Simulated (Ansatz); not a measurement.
Cost and result for the atomization energy of C2H8ClNOSi (`CO[Si](C)(N)Cl`) (14 atoms, 13 bonds).

```json
{"atom": "C1", "x (Å)": "-1.0478", "y (Å)": "1.8728", "z (Å)": "-0.6186"}
{"atom": "O2", "x (Å)": "0.1134", "y (Å)": "1.1506", "z (Å)": "-0.2726"}
{"atom": "Si3", "x (Å)": "0.1758", "y (Å)": "-0.4730", "z (Å)": "-0.1279"}
{"atom": "C4", "x (Å)": "1.9248", "y (Å)": "-0.8570", "z (Å)": "0.3221"}
{"atom": "N5", "x (Å)": "-1.0225", "y (Å)": "-1.0620", "z (Å)": "0.9271"}
{"atom": "Cl6", "x (Å)": "-0.2973", "y (Å)": "-1.3577", "z (Å)": "-1.9383"}
{"atom": "H7", "x (Å)": "-0.8715", "y (Å)": "2.9270", "z (Å)": "-0.3984"}
{"atom": "H8", "x (Å)": "-1.9166", "y (Å)": "1.5300", "z (Å)": "-0.0474"}
{"atom": "H9", "x (Å)": "-1.2659", "y (Å)": "1.7674", "z (Å)": "-1.6860"}
{"atom": "H10", "x (Å)": "2.6136", "y (Å)": "-0.4260", "z (Å)": "-0.4068"}
{"atom": "H11", "x (Å)": "2.1632", "y (Å)": "-0.4384", "z (Å)": "1.3037"}
{"atom": "H12", "x (Å)": "2.0833", "y (Å)": "-1.9362", "z (Å)": "0.3598"}
{"atom": "H13", "x (Å)": "-1.6347", "y (Å)": "-1.8146", "z (Å)": "0.6667"}
{"atom": "H14", "x (Å)": "-1.0179", "y (Å)": "-0.8831", "z (Å)": "1.9166"}
```

The species carries charge 0 and has multiplicity 1. The geometry is a stationary point of PBE0-D4/def2-TZVP. It is one conformer, not always the lowest. Program: Ansatz. All runs use 2 threads of an AMD EPYC 7R13 on a shared host and a share of an NVIDIA H100 80 GB. Times are those of one run each, without the atoms' runs, and a repeat can differ threefold. Electronic energies, without spin–orbit coupling; frozen cores. CCSD(T)/CBS adds CCSD(T) − MP2 in def2-TZVPP to the MP2 limit, and its time is that of the two runs behind it. T1 = 0.010. B3LYP takes the VWN-RPA correlation (the form of Gaussian; ORCA's B3LYP/G).

CCSD(T)/CBS is a level of theory with its own doubt, some kJ/mol a heavy atom from the limit and from the frozen cores, so smaller differences don't rank the functionals.

| level | functions | wall time | atomization (kcal/mol) | difference from CCSD(T)/CBS | per bond |
| --- | --- | --- | --- | --- | --- |
| PBE-D4/def2-TZVPP (with forces) | 320 | 2.2 s | 1289.6 | 16.2 | 1.3 |
| B2PLYP/def2-TZVPP | 320 | 2.3 s | 1256.7 | -16.7 | -1.3 |
| PBE0-D4/def2-TZVPP | 320 | 2.5 s | 1270.4 | -3.0 | -0.2 |
| ωB97X-V/def2-TZVPP | 320 | 2.9 s | 1276.1 | 2.7 | 0.2 |
| r2SCAN-D4/def2-TZVPP (with forces) | 320 | 2.9 s | 1272.4 | -1.0 | -0.1 |
| B3LYP-D4/def2-TZVPP (with forces) | 320 | 3 s | 1270.5 | -2.9 | -0.2 |
| MP2/def2-QZVPP | 608 | 4.2 s | 1279.3 | 5.9 | 0.5 |
| ωB97M-V/def2-TZVPP (with forces) | 320 | 4.8 s | 1277.7 | 4.3 | 0.3 |
| CCSD(T)/def2-TZVPP | 320 | 4.8 s | 1237.5 | -35.9 | -2.8 |
| CCSD(T)/CBS(def2) | – | 9 s | 1273.4 | 0.0 | 0.0 |

The D4 term adds +13.0 kcal/mol with B3LYP and +6.9 kcal/mol with PBE0; it sums over pairs of atoms, weighted by their polarisabilities, and B3LYP, whose exchange is more repulsive, gets the larger term. In def2-TZVPP, CCSD(T) changes the Hartree–Fock value by +309.9 kcal/mol (the triples alone add +17.4 kcal/mol) and MP2 by +330.3 kcal/mol; breaking electron pairs costs correlation energy, which Hartree–Fock lacks. From PBE to PBE0 (25 % exact exchange), in def2-TZVPP and without D4, the atomization energy moves by −18.1 kcal/mol: exact exchange takes away binding that semilocal exchange gives to molecules.
